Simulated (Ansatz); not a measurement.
C₁₀H₂₄O₃Si⁻, that is SiMe(OiPr)3 with one electron more. Total charge -1; doublet. Geometry PBE-D4/def2-SVP, that of the neutral singlet; atoms count from 1.

Cartesian coordinates in Å:
```
Si 0.4077 -0.0301 0.2903
C 1.9470 -0.0959 1.3585
H 2.8216 -0.4573 0.7796
H 1.8043 -0.7798 2.2203
H 2.1961 0.9079 1.7601
O -0.8845 0.6153 1.1313
C -0.9780 1.9771 1.5768
C -1.7145 1.9810 2.9120
C -1.6710 2.8164 0.5050
H 0.0491 2.3887 1.7386
H -2.7349 1.5646 2.7847
H -1.8041 3.0099 3.3148
H -1.1789 1.3574 3.6551
H -1.1032 2.7636 -0.4440
H -2.6936 2.4275 0.3213
H -1.7493 3.8776 0.8183
O -0.0322 -1.5554 -0.2301
C -0.4659 -2.6350 0.6098
C -0.0191 -3.9388 -0.0440
C -1.9790 -2.5536 0.8137
H 0.0310 -2.5532 1.6089
H -0.4879 -4.0410 -1.0447
H -0.3116 -4.8136 0.5712
H 1.0813 -3.9529 -0.1762
H -2.2516 -1.5822 1.2700
H -2.4971 -2.6348 -0.1643
H -2.3367 -3.3727 1.4707
O 0.6471 0.9222 -1.0609
C 1.5928 0.6739 -2.1104
C 2.0399 2.0251 -2.6596
C 0.9604 -0.2265 -3.1725
H 2.4882 0.1511 -1.6896
H 1.1685 2.5728 -3.0755
H 2.7917 1.8987 -3.4648
H 2.4848 2.6460 -1.8562
H 0.6333 -1.1827 -2.7194
H 0.0697 0.2716 -3.6089
H 1.6789 -0.4430 -3.9898
```

Single mean-field runs in def2-TZVP are fitted with def2-universal-jkfit. The highest occupied level of the charge -1 doublet lies above zero (up to 2.88 eV). By energy differences it is unbound by 1.76 eV (vertical, against the charge 0 singlet, at PBE0-D4/def2-TZVP) and held by the finite basis.

(1) Estimate the Mulliken populations of the heavy atoms from the PBE0/def2-TZVP orbitals of Ansatz.

(2) Where does the spin sit?

(3) And the Mayer bond orders between heavy atoms (over 0.3)?

## Answers

(1) 
```tsv
atom	charge (e)	spin (α − β)
Si1	0.37	0.28
C2	0.21	-0.70
O6	-0.34	-0.01
C7	0.26	-0.12
C8	-0.17	-0.17
C9	-0.32	-0.05
O17	-0.34	-0.01
C18	0.24	-0.11
C19	-0.17	-0.18
C20	-0.32	-0.05
O28	-0.34	-0.01
C29	0.24	-0.10
C30	-0.16	-0.19
C31	-0.31	-0.05
```
Mulliken values depend strongly on the basis.

(2) Summed by element: Si 0.28, C -1.71, H 2.45, O -0.02, of 1 unpaired in all. Largest on single atoms: C2 -0.70, H5 0.29, Si1 0.28.

(3) Si1–C2 0.42 (1.87 Å); Si1–O6 1.13 (1.67 Å); Si1–O17 1.13 (1.67 Å); Si1–O28 1.13 (1.67 Å); O6–C7 0.95 (1.44 Å); C7–C8 1.05 (1.52 Å); C7–C9 1.02 (1.53 Å); O17–C18 0.96 (1.43 Å); C18–C19 1.04 (1.53 Å); C18–C20 1.02 (1.53 Å); O28–C29 0.96 (1.43 Å); C29–C30 1.05 (1.53 Å); C29–C31 1.02 (1.53 Å).
